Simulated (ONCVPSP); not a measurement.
**Cr ONCV: all-electron and pseudo phase curves**

| Item | Value |
| --- | --- |
| Element | Cr |
| Generator | ONCVPSP 4.0.1 |
| Type | optimised norm-conserving Vanderbilt (ONCV) |
| Functional | PW91 |
| Relativity | scalar-relativistic |
| Frozen core | [Ne] |
| Valence charge | 14 |
| Reference configuration | 3s2 3p6 3d5 4s0.5 4p0.5 |
| Partial waves | 3s+4s: rc 1.55 bohr, ncon 4, nbas 7, qcut 8.2 1/bohr, 3 projectors, debl 3.6 Ha; 3p+4p: rc 1.70 bohr, ncon 3, nbas 6, qcut 7.6 1/bohr, 2 projectors; 3d: rc 1.30 bohr, ncon 5, nbas 10, qcut 13.6 1/bohr, 3 projectors, debl 1.8 Ha |
| Local potential | polynomial inside 1.20 bohr (lpopt 5, dvloc0 1 Ha) |
| Core correction | none |

The phase is arctan(r·R′/R) of the radial function R(r), unwrapped; energies in Ha, scanned from -4 to 5 Ha. A pole is an energy at which the radial function vanishes at the test radius. The pseudo phase is shifted by a multiple of π to meet the all-electron one at the reference energy, and phase errors are pseudo minus all-electron; the curves can meet again beyond the range given. Levels narrower than the energy grid can be missing from the lists of poles.

```json
{"channel": "s", "radius (bohr)": "1.58", "reference energy (Ha)": "-0.17", "poles, all-electron": "-2.37", "poles, pseudo": "-2.37", "unbroken range about the reference energy with phases within 0.05 rad": "the whole range", "phase error 1 Ha above the reference energy (rad)": "-0.000"}
{"channel": "p", "radius (bohr)": "1.72", "reference energy (Ha)": "-0.05", "poles, all-electron": "-1.40", "poles, pseudo": "-1.40", "unbroken range about the reference energy with phases within 0.05 rad": "the whole range", "phase error 1 Ha above the reference energy (rad)": "-0.000"}
{"channel": "d", "radius (bohr)": "1.32", "reference energy (Ha)": "-0.14", "poles, all-electron": "1.25", "poles, pseudo": "1.25", "unbroken range about the reference energy with phases within 0.05 rad": "the whole range", "phase error 1 Ha above the reference energy (rad)": "-0.000"}
```

Phases in the s channel:

```json
{"E (Ha)": "-3.98", "all-electron": "1.038", "pseudo": "1.038"}
{"E (Ha)": "-3.50", "all-electron": "0.670", "pseudo": "0.670"}
{"E (Ha)": "-3.02", "all-electron": "-0.821", "pseudo": "-0.821"}
{"E (Ha)": "-2.54", "all-electron": "-1.488", "pseudo": "-1.488"}
{"E (Ha)": "-2.06", "all-electron": "-1.672", "pseudo": "-1.672"}
{"E (Ha)": "-1.58", "all-electron": "-1.776", "pseudo": "-1.776"}
{"E (Ha)": "-1.10", "all-electron": "-1.864", "pseudo": "-1.864"}
{"E (Ha)": "-0.62", "all-electron": "-1.962", "pseudo": "-1.963"}
{"E (Ha)": "-0.14", "all-electron": "-2.098", "pseudo": "-2.098"}
{"E (Ha)": "0.34", "all-electron": "-2.315", "pseudo": "-2.315"}
{"E (Ha)": "0.82", "all-electron": "-2.706", "pseudo": "-2.706"}
{"E (Ha)": "1.30", "all-electron": "-3.318", "pseudo": "-3.319"}
{"E (Ha)": "1.78", "all-electron": "-3.860", "pseudo": "-3.860"}
{"E (Ha)": "2.26", "all-electron": "-4.167", "pseudo": "-4.168"}
{"E (Ha)": "2.74", "all-electron": "-4.338", "pseudo": "-4.338"}
{"E (Ha)": "3.22", "all-electron": "-4.443", "pseudo": "-4.443"}
{"E (Ha)": "3.70", "all-electron": "-4.513", "pseudo": "-4.513"}
{"E (Ha)": "4.18", "all-electron": "-4.565", "pseudo": "-4.565"}
{"E (Ha)": "4.66", "all-electron": "-4.604", "pseudo": "-4.605"}
```
